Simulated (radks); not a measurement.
Values are calculated unless marked as measured or tabulated.
Ionisation of the fluorine ion F+, [He] 2s2 2p4, to F2+, [He] 2s2 2p3, under several functionals. Scalar-relativistic Kohn-Sham, spin-polarised, spherical densities, point nucleus; open shells are filled with parallel spins first; a radial shooting solver on a logarithmic mesh with Libxc functionals.

| functional | E(F+) (hartree) | Exc (hartree) | IE (eV) | -e(HOMO) (eV) | <r> HOMO (bohr) | IE error (eV) |
|---|---|---|---|---|---|---|
| LDA (Slater exchange, VWN5 correlation) | -98.54304 | -9.20320 | 35.150 | 26.183 | 1.011 | +0.179 |
| BLYP | -99.19597 | -9.88759 | 35.095 | 26.011 | 1.013 | +0.124 |
| LDA (Slater exchange, Perdew-Zunger correlation) | -98.53555 | -9.19485 | 35.244 | 26.259 | 1.011 | +0.273 |
| AM05 | -98.63531 | -9.30157 | 34.690 | 25.798 | 1.014 | -0.280 |
| B86b exchange with PBE correlation | -99.17423 | -9.86653 | 35.014 | 26.025 | 1.009 | +0.043 |
| exchange-only PBE | -98.85543 | -9.53347 | 33.460 | 24.644 | 1.023 | -1.511 |
| SOGGA | -98.75610 | -9.42947 | 34.587 | 25.688 | 1.012 | -0.383 |

NIST Atomic Spectra Database: 34.971 eV (measured). Closest: B86b exchange with PBE correlation. The Delta-SCF values span 1.78 eV, the total energies 0.66 hartree. The highest occupied level is 2p. Open shells are spherical and high-spin; term and fine-structure splittings are not resolved.
